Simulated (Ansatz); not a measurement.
Consider the formal exchange of groups at a B–N bond: `CNB(F)F` + `[SnH4]` → `F[B](F)[SnH3]` + CH₃NH₂.

Isolated molecules relaxed with PBE0-D4/def2-TZVP in Ansatz; ΔE leaves out vibrations. CCSD(T)/CBS is the MP2 limit (def2-TZVPP, def2-QZVPP) plus CCSD(T) − MP2 in def2-TZVPP, frozen cores. DFT in def2-TZVPP. B3LYP here is the variant with VWN-RPA as its local correlation; programs differ in this. Elements past krypton have def2 core potentials. For Sn outer-core shells are correlated without core-valence functions, which leaves a few kJ/mol of doubt a bond. Each species was taken in one conformer, which may not be the lowest.

`CNB(F)F`:

```xyz
9

C    -0.118   -0.483   -1.046
N     0.108    0.525   -0.036
B     0.091    0.325    1.340
F    -0.148   -0.873    1.869
F     0.314    1.334    2.180
H     0.753   -0.602   -1.697
H    -0.310   -1.439   -0.562
H    -0.983   -0.240   -1.670
H     0.294    1.453   -0.377
```

`[SnH4]`:

```xyz
5

Sn    0.000    0.000    0.000
H     0.430    1.267    1.055
H     0.047    0.560   -1.609
H    -1.575   -0.536    0.369
H     1.097   -1.290    0.185
```

`F[B](F)[SnH3]`:

Cartesian coordinates in Å:
```
F -0.157 2.173 -0.845
B -0.410 1.283 0.092
F -1.092 1.706 1.138
Sn 0.283 -0.869 -0.072
H 1.134 -1.122 -1.526
H -1.060 -1.918 -0.026
H 1.303 -1.253 1.239
```

CH₃NH₂:

Cartesian coordinates in Å:
```
C 0.374 -0.191 -0.383
N -0.453 0.588 0.523
H 0.181 -1.274 -0.384
H 1.427 -0.041 -0.132
H 0.235 0.173 -1.403
H -0.331 0.273 1.477
H -1.433 0.471 0.301
```

Q: Is it downhill or uphill in electronic energy at CCSD(T)/CBS, and by how much? (Best estimate.)

A: Computed: Uphill: ΔE = +129.6 kJ/mol.

Q: What do these levels give: LDA (SPW92), revPBE-D4, BLYP-D4, B3LYP-D4, CAM-B3LYP-D4, ωB97M-V, CAM-B3LYP, HF/def2-SVP, MP2/def2-SVP, CCSD/def2-SVP, CCSD(T)/def2-SVP, HF/CBS(def2)? (Estimate.)

A: Ansatz gave: LDA (SPW92) 143.0, revPBE-D4 126.2, BLYP-D4 131.0, B3LYP-D4 137.2, CAM-B3LYP-D4 142.9, ωB97M-V 136.0, CAM-B3LYP 142.4, HF/def2-SVP 166.3, MP2/def2-SVP 159.7, CCSD/def2-SVP 157.0, CCSD(T)/def2-SVP 155.5, HF/CBS(def2) 149.8 kJ/mol.

Largest T1 diagnostic among the species: 0.014.

From r2SCAN to r2SCAN0 (25 % exact exchange), in def2-TZVPP and without D4, ΔE moves by +3.9 kJ/mol. In def2-TZVPP, CCSD(T) changes the Hartree–Fock value by −16.2 kJ/mol (the triples alone add −2.4 kJ/mol) and MP2 by −15.5 kJ/mol.
